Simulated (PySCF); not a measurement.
C2H7N2, SMILES C(N)[CH]N, multiplicity 2.

Coordinates come from a PBE-D3(BJ)/def2-SVP optimisation. The isomer is the one that the SMILES or the coordinates give; other isomers of the formula were not compared. Other conformers were not sampled.

Method: PBE-D3(BJ)/def2-SVP run with PySCF.

Frequencies are harmonic and unscaled.

```csv
mode,ν (cm⁻¹),IR (km/mol),moving atoms (share of kinetic energy)
1,193,12.4,"N 46 %, H 36 %, C 18 %"
2,300,20.1,H 90 %
3,309,13.8,"H 48 %, N 35 %, C 17 %"
4,399,59.0,"H 78 %, C 14 %, N 8 %"
5,508,23.9,"H 68 %, C 21 %, N 11 %"
6,636,48.3,"H 47 %, C 36 %, N 17 %"
7,740,196.2,"H 80 %, N 18 %"
8,814,90.2,"H 80 %, N 14 %"
9,900,7.6,"C 44 %, H 42 %, N 15 %"
10,934,15.9,"H 56 %, C 31 %, N 14 %"
11,1032,20.8,"H 44 %, C 29 %, N 27 %"
12,1111,6.8,"H 75 %, C 15 %, N 10 %"
13,1114,3.1,"H 86 %, C 11 %"
14,1241,5.4,"H 58 %, C 23 %, N 19 %"
15,1291,1.0,"H 70 %, C 18 %, N 12 %"
16,1339,19.2,"H 68 %, C 29 %"
17,1407,1.1,"H 70 %, C 28 %"
18,1415,4.8,"H 63 %, C 33 %"
19,1531,52.2,"H 80 %, N 15 %"
20,1563,33.8,"H 90 %, N 8 %"
21,2822,109.7,H 94 %
22,2899,75.9,"H 92 %, C 8 %"
23,3114,21.3,"H 92 %, C 8 %"
24,3395,2.1,H 96 %
25,3397,25.4,H 96 %
26,3487,0.2,"H 92 %, N 8 %"
27,3532,19.7,"H 91 %, N 9 %"
```
